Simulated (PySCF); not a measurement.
## C (carbon, neutral): UHF calculation

Configuration: [He] 2s2 2p2, high-spin 3P determinant. All numbers are calculated (PySCF 2.14, scalar relativity by spin-free X2C-1e, in aug-cc-pCVTZ-DK with one added diffuse shell each of s, p, d, f type (8s7p5d3f, 75 functions)).

* Total energy: -37.706814 hartree
* One-electron energy: -50.4658 hartree
* Hartree (Coulomb) energy: 17.8384 hartree
* Exchange energy: -5.0794 hartree
* ⟨S²⟩: 2.0103
* ⟨L²⟩: 2.018
* Sum of ⟨r⟩: 7.141 bohr
* Sum of ⟨r²⟩: 13.78 bohr²
* Traceless quadrupole moment −½Σ⟨3z² − r²⟩ along its main axis: 1.49 e·bohr²
* Langevin diamagnetic susceptibility: -10.9 ×10⁻⁶ cm³/mol

```json
{"shell": "1s α", "electrons": "1", "mean orbital energy (eV)": "-308.86", "rms radius, mean of both spins (bohr)": "0.312"}
{"shell": "1s β", "electrons": "1", "mean orbital energy (eV)": "-307.64", "rms radius, mean of both spins (bohr)": "0.312"}
{"shell": "2s α", "electrons": "1", "mean orbital energy (eV)": "-22.589", "rms radius, mean of both spins (bohr)": "1.76"}
{"shell": "2s β", "electrons": "1", "mean orbital energy (eV)": "-15.906", "rms radius, mean of both spins (bohr)": "1.76"}
{"shell": "2p α", "electrons": "2", "mean orbital energy (eV)": "-11.937", "rms radius, mean of both spins (bohr)": "1.92"}
```

Spin-orbit constants ζ (cm⁻¹) from the X2C one-electron operator on these orbitals: bare nucleus, nucleus screened by l(l+1)(2l+1)/3 electrons, and screened by the Breit-Pauli mean field of the electrons.

```json
{"shell": "2p", "bare": "58.99", "screened nucleus": "39.33", "mean field": "31.02"}
```

To first order the Landé constant is A = 15.51 cm⁻¹, so the lowest level has J = 0 and lies 0.00385 eV below the centre of the term. This holds in LS coupling only.
